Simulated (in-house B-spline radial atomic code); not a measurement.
Computed with a B-spline radial atomic code. Model: two electrons, singlet ground state, non-relativistic, full CI in B-splines with partial waves to l = 8 (at full coupling up to 3e-4 hartree above the limit, correlation up to 0.6 % small), density held at that of full coupling by Lieb maximisation.

W(λ) is the mean repulsion in the state of coupling λ less the Hartree energy of the fixed density. Its start is exact exchange, its initial slope is twice the second-order Görling-Levy correlation energy, and its area from 0 to 1 is E_xc. A straight curve means weak, dynamic correlation, and a curve that drops fast and flattens means strong correlation.

Command:
```bash
python run_ac.py task.json out
```
Settings (lengths in bohr, energies in hartree):
```
potential              coulomb
strength               3.97
lmax                   8
wall_radius            0.838
```

Run time, properties included: 2.6 s on 1 thread of Intel(R) Xeon(R) Processor @ 2.30GHz, with other jobs on the host.

**W = mean repulsion less Hartree energy, and W of three functionals.**

Given: confinement point charge; nuclear charge 3.97; hard wall radius 0.838 bohr; external potential -Z/r.

Computed: LDA exchange minus exact 414.53 millihartree; PBE exchange minus exact 99.791 millihartree.

| coupling | W xc (hartree) | W xc minus exchange (millihartree) | kinetic minus Kohn-Sham (millihartree) | LDA (PW92) W minus its exchange (millihartree) | PBE W minus its exchange (millihartree) | SCAN W minus its exchange (millihartree) |
| --- | --- | --- | --- | --- | --- | --- |
| 0 | -2.8427 | 0 | 0 | 0 | 0 | 0 |
| 0.02 | -2.8446 | -1.86 | 0 | -14.46 | -2.26 | -1.9 |
| 0.05 | -2.8473 | -4.638 | 0.1 | -30.58 | -5.67 | -4.7 |
| 0.12 | -2.8538 | -11.067 | 0.7 | -60.87 | -13.64 | -11.15 |
| 0.25 | -2.8655 | -22.809 | 2.8 | -105.67 | -28.35 | -22.81 |
| 0.4 | -2.8788 | -36.05 | 7.1 | -148.24 | -45.04 | -35.84 |
| 0.6 | -2.8959 | -53.21 | 15.7 | -196.41 | -66.72 | -52.6 |
| 0.8 | ? | ? | ? | ? | ? | ? |
| 1 | -2.9286 | -85.926 | 41.8 | -275.61 | -107.97 | -84.33 |
| 1.4 | ? | ? | ? | ? | ? | ? |
| 2 | -3.0021 | -159.38 | 151.1 | -422.48 | -199.49 | -155.14 |
| 3 | -3.0655 | -222.81 | 308.9 | -531.48 | -277.3 | -216.39 |
| 4.5 | -3.1458 | -303.11 | 608 | -657.02 | -374.78 | -294.69 |
| 7 | -3.2507 | -407.98 | 1204.6 | -809.5 | -501.68 | -398.93 |
| 10 | -3.3443 | -501.57 | 1993.2 | -940.46 | -616.11 | -494.34 |

(1) What belongs in the row 0.8?

(2) What belongs in the row 1.4?

(3) What is the SCAN exchange minus exact?

**Energy parts, natural occupations and partial-wave weights.**

Computed: total energy -11.4513 hartree; exchange energy -2.8427 hartree; correlation energy -0.044128 hartree; initial slope twice GL2 -0.093139 hartree; kinetic part over minus potential part 0.48644; Hartree energy 5.6854 hartree; Lieb Oxford ratio E_xc over LDA exchange 1.1889.

```csv
natural,occupation of the shell (electrons)
s,1.9978
p,0.0017042
s,0.00036334
d,8.8586e-05
p,?
f,1.2021e-05
```

(4) What belongs in the row p?

```csv
wave,weight
s,0.99907
p,?
d,4.7683e-05
f,6.8309e-06
g,1.6216e-06
```

(5) What belongs in the row p?

(6) What is the Kohn-Sham kinetic?

(7) What is the kinetic part of the DFT correlation energy?

Answers

(1) W xc (hartree): -2.9125; W xc minus exchange (millihartree): -69.828; kinetic minus Kohn-Sham (millihartree): 27.3; LDA (PW92) W minus its exchange (millihartree): -238.25; PBE W minus its exchange (millihartree): -87.7; SCAN W minus its exchange (millihartree): -68.74.

(2) W xc (hartree): -2.9594; W xc minus exchange (millihartree): -116.66; kinetic minus Kohn-Sham (millihartree): 78.6; LDA (PW92) W minus its exchange (millihartree): -340.84; PBE W minus its exchange (millihartree): -146.45; SCAN W minus its exchange (millihartree): -113.98.

(3) 10.726 millihartree.

(4) occupation of the shell (electrons): 3.4479e-05.

(5) weight: 0.00087049.

(6) 20.343 hartree.

(7) 0.041798 hartree.

Half-way to full coupling W has made 52 % of its drop, against 50 % for a straight line, and second-order (GL2) theory, half the initial slope, overshoots the correlation energy by about 6 %: correlation is weak here. Over couplings 0 to 1 the errors in E_xc come to about +295 millihartree for LDA, +89 millihartree for PBE, +11 millihartree for SCAN, so SCAN is nearest. In LDA and PBE the errors of exchange and correlation have opposite signs, so the sum is smaller than the larger of the two.
